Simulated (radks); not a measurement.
Species: Hf+. Configuration: [Xe] 4f14 5d1 6s2. Calculated with a radial shooting solver on a logarithmic mesh with Libxc functionals: scalar-relativistic Kohn-Sham, PBE, spin-polarised, spherical densities, point nucleus; open shells are filled with parallel spins first (spin-orbit coupling, left out, can overturn this in heavy ions).

Local quantities along the radius. ELF = 1/(1 + alpha^2) is the electron localisation function; alpha = (tau - tau_W)/tau_unif compares the Pauli kinetic energy density with that of the uniform gas (summed over spins); s = |grad rho|/(2 (3 pi^2)^(1/3) rho^(4/3)) is the reduced gradient. tau is taken from the large components.

r (bohr),ELF,alpha,s
0.0006945,0.999,0.02251,1.084
0.000815,0.999,0.02278,0.9854
0.0009488,0.999,0.02317,0.9053
0.001113,0.999,0.02377,0.8335
0.001296,0.999,0.02455,0.7757
0.001521,0.999,0.02563,0.7246
0.001771,0.999,0.02698,0.6843
0.002078,0.999,0.02883,0.6496
0.002419,0.999,0.03110,0.6234
0.002839,0.999,0.03421,0.6024
0.003305,0.999,0.03809,0.5882
0.003879,0.998,0.04350,0.5792
0.004515,0.997,0.05043,0.5760
0.005299,0.996,0.06044,0.5784
0.006169,0.995,0.07379,0.5862
0.007239,0.991,0.09404,0.6004
0.008427,0.985,0.1225,0.6195
0.00989,0.972,0.1682,0.6453
0.01151,0.947,0.2361,0.6736
0.01351,0.891,0.3497,0.7035
0.01573,0.788,0.5194,0.7238
0.01846,0.620,0.7836,0.7207
0.02149,0.454,1.097,0.6744
0.02522,0.347,1.371,0.5684
0.02936,0.336,1.407,0.4368
0.03445,0.415,1.187,0.3246
0.0401,0.550,0.9047,0.2810
0.04706,0.680,0.6866,0.2980
0.05479,0.739,0.5936,0.3515
0.0643,0.722,0.6210,0.4231
0.07485,0.615,0.7907,0.4782
0.08784,0.441,1.126,0.4730
0.1023,0.345,1.378,0.3725
0.12,0.400,1.224,0.2439
0.1397,0.564,0.8792,0.2144
0.1639,0.702,0.6510,0.2834
0.1908,0.720,0.6231,0.3981
0.224,0.580,0.8512,0.5183
0.2607,0.336,1.405,0.5170
0.306,0.266,1.663,0.2981
0.3562,0.442,1.123,0.1580
0.418,0.657,0.7230,0.2086
0.4866,0.713,0.6351,0.3247
0.5711,0.650,0.7338,0.4559
0.6648,0.507,0.9860,0.5544
0.7801,0.372,1.300,0.5779
0.9082,0.361,1.331,0.5332
1.066,0.461,1.082,0.5291
1.241,0.550,0.9053,0.6181
1.456,0.533,0.9363,0.7861
1.695,0.396,1.235,0.9672
1.989,0.230,1.827,1.073
2.316,0.182,2.119,1.015
2.718,0.280,1.603,0.9531
3.164,0.503,0.9949,1.099
3.713,0.688,0.6733,1.511
4.322,0.728,0.6107,2.192
5.072,0.639,0.7512,3.432
5.905,0.411,1.198,5.670
6.929,0.131,2.580,10.62
8.067,0.020,7.014,21.37
9.466,0.001,27.33,50.56

On this mesh the ELF has minima near r = 0.029, 0.10, 0.31, 0.91, 2.3 bohr, which separate the shells, and maxima near 0.055 (0.74), 0.19 (0.72), 0.49 (0.71), 1.2 (0.55), 4.3 (0.73).
